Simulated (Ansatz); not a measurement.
Geometry optimisation, Ansatz, RKS PBE-D4/6-31G*.

The input (input.yaml):

```yaml
crystal:
  periodic: [false, false, false]
  atoms:
    - { symbol: B, position_ang: [0.077857, -0.328283, -0.387088] }
    - { symbol: H, position_ang: [-0.395217, -0.078215, 1.951875] }
    - { symbol: H, position_ang: [0.985881, 0.431856, -0.211586] }
    - { symbol: Cl, position_ang: [-1.462669, 0.32628, -1.006028] }
    - { symbol: O, position_ang: [0.250474, -1.680519, -0.183608] }
    - { symbol: Si, position_ang: [-0.845315, -2.947679, -0.491992] }
    - { symbol: H, position_ang: [-0.097942, -4.199346, -0.167478] }
    - { symbol: H, position_ang: [-2.045954, -2.820724, 0.394283] }
    - { symbol: H, position_ang: [-1.254223, -2.947786, -1.930411] }
    - { symbol: H, position_ang: [-0.141493, -0.720783, 1.781734] }
basis:
  gaussian: { orbitals: "6-31G*" }
hamiltonian:
  xc: pbe
  dispersion: d4
relax:
  f_tol: 0.03
  max_steps: 50
output:
  orbitals: {}
```

Run as:

```bash
$ ansatz run input.yaml --threads 1 --pin off --max-ram 2048MiB --backend cpu --events-out ev --progress --plain --runs-dir out
```

Q: Where does it end, and by what steps?

A: The run converged. The force dipped under the threshold on the way, but the program's further checks kept it going. After 17 steps the energy has fallen by 0.220 eV; H2 moved furthest, 0.77 Å.

```
step  energy less start (eV)  largest force component (eV/Å)  accepted
   0                  0.0000                           1.448       yes
   1                 -0.1446                           0.516       yes
   2                 -0.1907                           0.294       yes
   3                 -0.2120                           0.158       yes
   4                 -0.2120                           0.188       yes
   5                 -0.2172                           0.074       yes
   6                 -0.2178                           0.056       yes
   7                 -0.2184                           0.029       yes
   8                 -0.2188                           0.069       yes
   9                 -0.2190                           0.097       yes
  10                 -0.2190                           0.120       yes
  11                 -0.2198                           0.010       yes
  12                 -0.2200                           0.012       yes
  13                 -0.2197                           0.168        no
  14                 -0.2202                           0.035       yes
  15                 -0.2203                           0.052       yes
  16                 -0.2204                           0.033       yes
  17                 -0.2205                           0.008       yes
```

```xyz
10
Properties=species:S:1:pos:R:3
B 0.175 -0.342 -0.741
H -0.753 -0.292 2.595
H 1.107 0.410 -0.664
Cl -1.413 0.334 -1.211
O 0.328 -1.657 -0.480
Si -0.830 -2.910 -0.521
H -0.080 -4.143 -0.136
H -1.921 -2.638 0.465
H -1.386 -3.053 -1.902
H -0.156 -0.673 2.344
```

Time of the run: 46 s on 1 thread of Arm Neoverse V2, on a shared host, peak memory 0.14 GiB.
